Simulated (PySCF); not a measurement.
# Radial density of Fe⁺ (iron, charge +1)

UHF, [Ar] 3d6 4s1, high-spin 6D determinant. Computed with PySCF 2.14 in 6-31G* (5s4p2d1f, 34 functions), with the non-relativistic Hamiltonian (point nucleus).

```
r (bohr)  4πr²ρ (e/bohr)  4πr²(ρα − ρβ)
 0.00109          0.1646         0.0001
 0.00183          0.4548         0.0001
 0.00308           1.214         0.0004
 0.00518           3.063         0.0010
 0.00872           7.234         0.0023
  0.0147           15.02         0.0047
  0.0247           25.51         0.0074
  0.0415           31.15         0.0068
  0.0698           26.09         0.0035
   0.117           26.69         0.0402
   0.197           34.63         0.3276
   0.332           18.22         1.4119
   0.559           15.02         3.4784
   0.939           13.28         3.2615
    1.58           3.067         1.3147
    2.66          0.6436         0.5495
    4.47         0.09631         0.0963
    7.52        0.001536         0.0015
```
